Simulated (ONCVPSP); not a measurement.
## Logarithmic derivatives: fluorine (F), ONCV

fluorine (F), optimised norm-conserving Vanderbilt (ONCV), made with ONCVPSP 4.0.1 (LDA (Perdew-Wang 92), scalar-relativistic). Core [He], reference 2s2 2p4 (charge +1). Waves: 2s: rc 0.70 bohr, ncon 4, nbas 8, qcut 11.5 1/bohr, 2 projectors, debl 0.9 Ha; 2p: rc 1.45 bohr, ncon 4, nbas 8, qcut 8.4 1/bohr, 2 projectors, debl 1.3 Ha; d scattering state at 0.33 Ha: rc 1.10 bohr, ncon 3, nbas 6, qcut 8.2 1/bohr, 2 projectors, debl 3.5 Ha. Local part: polynomial inside 0.60 bohr (lpopt 4, dvloc0 0 Ha). Core correction: Teter function, fcfact 4.25, rcfact 1.3.

In the s channel the program set the typed energies aside and used -1.730, 0.250 Ha.

The phase is arctan(r·R′/R) of the radial function R(r), unwrapped; energies in Ha, scanned from -3 to 5 Ha. A pole is an energy at which the radial function vanishes at the test radius. The pseudo phase is shifted by a multiple of π to meet the all-electron one at the reference energy, and phase errors are pseudo minus all-electron; the curves can meet again beyond the range given. Levels narrower than the energy grid can be missing from the lists of poles.

Question: For each channel, where are the poles, and over which energies does the pseudopotential scatter like the atom?

Answer:

```tsv
channel	radius (bohr)	reference energy (Ha)	poles, all-electron	poles, pseudo	unbroken range about the reference energy with phases within 0.05 rad	phase error 1 Ha above the reference energy (rad)
s	0.71	-1.73	none	none	the whole range	+0.000
p	1.47	-1.05	-0.44	-0.44	the whole range	-0.000
d	1.12	0.33	none	none	the whole range	-0.000
```

Phases in the p channel:

| E (Ha) | all-electron | pseudo |
| --- | --- | --- |
| -2.98 | 1.057 | 1.057 |
| -2.76 | 1.003 | 1.003 |
| -2.54 | 0.930 | 0.930 |
| -2.32 | 0.827 | 0.826 |
| -2.10 | 0.670 | 0.669 |
| -1.88 | 0.416 | 0.416 |
| -1.66 | 0.008 | 0.008 |
| -1.44 | -0.513 | -0.513 |
| -1.22 | -0.946 | -0.946 |
| -1.00 | -1.222 | -1.222 |
| -0.78 | -1.398 | -1.398 |
| -0.56 | -1.518 | -1.518 |
| -0.34 | -1.610 | -1.610 |
| -0.12 | -1.687 | -1.687 |
| 0.10 | -1.756 | -1.756 |
| 0.32 | -1.825 | -1.825 |
| 0.54 | -1.897 | -1.897 |
| 0.76 | -1.979 | -1.979 |
| 0.98 | -2.078 | -2.078 |
| 1.20 | -2.204 | -2.204 |
| 1.42 | -2.371 | -2.372 |
| 1.64 | -2.599 | -2.600 |
| 1.86 | -2.899 | -2.901 |
| 2.08 | -3.244 | -3.247 |
| 2.30 | -3.570 | -3.573 |
| 2.52 | -3.828 | -3.830 |
| 2.74 | -4.016 | -4.018 |
| 2.96 | -4.151 | -4.153 |
| 3.18 | -4.251 | -4.253 |
| 3.40 | -4.327 | -4.329 |
| 3.62 | -4.387 | -4.388 |
| 3.84 | -4.435 | -4.436 |
| 4.06 | -4.474 | -4.476 |
| 4.28 | -4.508 | -4.509 |
| 4.50 | -4.536 | -4.537 |
| 4.72 | -4.561 | -4.562 |
| 4.94 | -4.583 | -4.584 |
